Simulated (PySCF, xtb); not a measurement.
CH7NOSi3, SMILES [SiH2]1C(=N[Si@@H]1O)[SiH3]. Other conformers were not sampled.

Harmonic wavenumbers (cm⁻¹) from GFN2-xTB in xtb 6.7.1 at its own minimum, in rising order: 58, 69, 80, 147, 177, 217, 279, 348, 374, 411, 458, 462, 487, 551, 591, 601, 674, 748, 765, 770, 781, 786, 807, 889, 954, 1554, 2201, 2209, 2228, 2233, 2237, 2295, 3652.

**Question.** What does PySCF 2.14.0 with PBE-D3(BJ)/def2-SVP give at its own minimum? (Estimate from the structure and the level; the computed values follow.)

**Answer.** 41, 75, 134, 171, 217, 235, 271, 324, 377, 447, 475, 538, 578, 611, 664, 685, 724, 767, 823, 838, 878, 899, 902, 922, 936, 1502, 2111, 2127, 2145, 2150, 2157, 2185, 3756. Paired by order, the mean absolute difference is 57 cm⁻¹ and the zero-point energies are 44.4 and 45.3 kcal/mol.
